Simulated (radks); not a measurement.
Excited configurations of neutral neodymium: one electron is placed in a higher orbital outside [Xe] 4f4 6s1. The ground configuration is [Xe] 4f4 6s2. Method: Dirac Kohn-Sham, BLYP, spin-unpolarised, spherical densities, finite nucleus; open shells are shared between the two j in proportion to 2j + 1; Fermi nuclear charge, rms radius 4.9123 fm; computed with a radial shooting solver on a logarithmic mesh with Libxc functionals. Excitation = E - E(ground); binding = E(ion) - E, where the ion is the core of charge +1; n* = 1/sqrt(2 binding) in atomic units, and the quantum defect is n - n*. Eigenvalue and <r> are those of j = l + 1/2.

outer orbital  excitation (eV)  binding (eV)     n*  quantum defect  eigenvalue (eV)  <r> (bohr)
5d                       1.731         4.001  1.844           3.156           -1.125       3.761
6p                       2.371         3.361  2.012           3.988           -1.539       6.058
6d                       4.355         1.377  3.143           2.857           -0.565       11.88
7s                       3.755         1.977  2.623           4.377           -1.104       10.56
7p                       4.223         1.509  3.003           3.997           -0.817       13.29
7f                       5.214         0.518  5.124           1.876           -0.308       41.81

The Delta-SCF ionisation energy is 5.732 eV (NIST Atomic Spectra Database: 5.525 eV, measured). Self-interaction in the functional shifts the binding energies and quantum defects, so they are the method's values and not measured ones. Spin polarisation and multiplet splitting are left out, so open shells lie too high by an amount that depends on their filling. Sharing an open shell by 2j + 1 raises it above the true ground level by a part of the spin-orbit splitting, which enters the differences from NIST.

Beside tabulated values, note that spin-unpolarised runs miss the spin-polarisation part of the exchange energy of open shells.
